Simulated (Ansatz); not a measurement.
Reaction (substitution at a C–N bond): `CNC(=N)[SiH3]` + HI → `N=C([SiH3])I` + CH₃NH₂

Isolated molecules relaxed with PBE0-D4/def2-TZVP in Ansatz; ΔE leaves out vibrations. CCSD(T)/CBS adds triple-zeta CCSD(T) − MP2 to the extrapolated MP2 energy (def2 sets, frozen cores). Functionals use def2-TZVPP. B3LYP here is the variant with VWN-RPA as its local correlation; programs differ in this. HSE06 is defined as in plane-wave codes. Elements past krypton have def2 core potentials. For I outer-core shells are correlated without core-valence functions, which leaves a few kJ/mol of doubt a bond. One conformer a species, not always the lowest.

```csv
level,ΔE (kcal/mol),difference from CCSD(T)/CBS
LDA (SPW92),15.9,7.2
PBE-D4,10.3,1.6
revPBE-D4,10.2,1.5
BLYP-D4,8.9,0.2
B97M-V,11.2,2.5
PBE0-D4,11.6,2.9
r2SCANh-D4,11.5,2.8
r2SCAN0-D4,12.0,3.3
HSE06-D4,11.3,2.6
BHLYP-D4,11.1,2.4
CAM-B3LYP-D4,13.0,4.3
ωB97X-V,12.3,3.6
ωB97M-V,11.4,2.7
PBE-QIDH,11.5,2.8
PBE,10.1,1.4
revPBE,8.3,-0.4
BLYP,8.5,-0.2
r2SCAN,10.9,2.2
PBE0,11.5,2.8
B3LYP,10.2,1.5
r2SCANh,11.3,2.6
r2SCAN0,11.9,3.2
HSE06,11.3,2.6
BHLYP,11.9,3.2
LC-ωPBE,13.9,5.2
RPA@PBE/def2-TZVPP,9.3,0.6
HF/def2-SVP,15.8,7.1
MP2/def2-SVP,14.4,5.7
CCSD(T)/def2-SVP,14.5,5.8
HF/def2-TZVPP,11.9,3.2
MP2/def2-TZVPP,9.1,0.4
SCS-MP2/def2-TZVPP,8.8,0.1
CCSD/def2-TZVPP,10.3,1.6
CCSD(T)/def2-TZVPP,9.7,1.0
HF/def2-QZVPP,11.8,3.1
MP2/def2-QZVPP,8.5,-0.2
SCS-MP2/def2-QZVPP,8.3,-0.4
HF/CBS(def2),11.8,3.1
MP2/CBS(def2),8.1,-0.6
CCSD/CBS(def2),9.2,0.5
CCSD(T)/CBS,8.7,0
```

(1) What do rigid-rotor, harmonic-oscillator terms from PBE0-D4/def2-TZVP frequencies (298.15 K, 1 bar) make of the CCSD(T)/CBS value? (Estimate.)

Largest T1 diagnostic among the species: 0.014.

Answers

(1) Computed: ΔZPE = +1.9 kcal/mol, ΔH = +10.2 kcal/mol, ΔS = 17 J/(mol·K), ΔG = +9.0 kcal/mol.

From BLYP to BHLYP (50 % exact exchange), in def2-TZVPP and without D4, ΔE moves by +3.4 kcal/mol. In def2-TZVPP, CCSD(T) changes the Hartree–Fock value by −2.1 kcal/mol (the triples alone add −0.5 kcal/mol) and MP2 by −2.7 kcal/mol. At CCSD(T), def2-SVP lies +5.8 kcal/mol from the extrapolated value and def2-TZVPP +1.0 kcal/mol.

CCSD(T)/CBS has its own doubt, a few kJ/mol and more with outer-core shells, so smaller differences from it don't rank the levels.
